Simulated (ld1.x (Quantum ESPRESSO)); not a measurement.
**Before and after: TM potential for krypton (Kr)**

| Quantity | Value |
| --- | --- |
| Element | krypton |
| Generator | ld1.x (Quantum ESPRESSO) 7.5 |
| Type | norm-conserving Troullier–Martins (Kleinman–Bylander form) |
| Functional | PW91 |
| Relativity | scalar-relativistic |
| Frozen core | [Ar] 3d10 |
| Valence charge | 8 |
| Reference configuration | 4s2 4p3 (charge +3) |
| Partial waves | 4s (bound): rc 1.40 bohr; 4p (bound): rc 1.55 bohr |
| Local potential | all-electron potential smoothed inside 1.40 bohr (lloc = -2) |
| Core correction | none |

Change: all radii scaled by about 0.85 (s 1.20, p 1.32 bohr); local potential all-electron potential smoothed inside 1.20 bohr (lloc = -2).

Cutoffs: the cutoffs (Ry, on a coarse ladder) from which the occupation-weighted sum of valence levels, in a spherical-Bessel basis at the reference potential, stays within 10 and 1 mRy of its value at 400 Ry; they do not see the model core or the augmentation charge, which bear on the density cutoff. Errors are all-electron minus pseudo energies relative to the spin-unpolarised reference configuration.

Task: How do hardness, ghosts and transferability respond?

Result: The potential gets harder (55 Ry and 90 Ry → 60 Ry and 120 Ry); of the 6 tests that both files solve, the error grows in 5 and shrinks in 0 by more than 15 % and 0.3 meV (median size 32.2 → 37.9 meV); neither file shows a bound ghost. A smaller radius makes the pseudo-wave follow the all-electron one further in, where it bends more sharply, so more plane waves are needed. That the errors move this way runs against the usual rule that smaller radii transfer better.

```csv
quantity,base,changed
"cutoff, loose",55 Ry,60 Ry
"cutoff, tight",90 Ry,120 Ry
loose cutoff by channel (10 mRy a level),"s 45 Ry, p 25 Ry","s 50 Ry, p 25 Ry"
bound ghosts,none,none
"error for 4s2 4p6, meV [ΔE -76.75 eV]",+62,+75
"error for 4s2 4p5, meV [ΔE -62.40 eV]",+39,+46
"error for 4s2 4p4, meV [ΔE -37.16 eV]",+15,+17
"error for 4s2 4p2, meV [ΔE 49.92 eV]",+4.7,+7.3
"error for 4s1 4p6, meV [ΔE -47.87 eV]",+25,+30
"error for 4s2 4p5.5, meV [ΔE -70.86 eV]",+51,+60
```
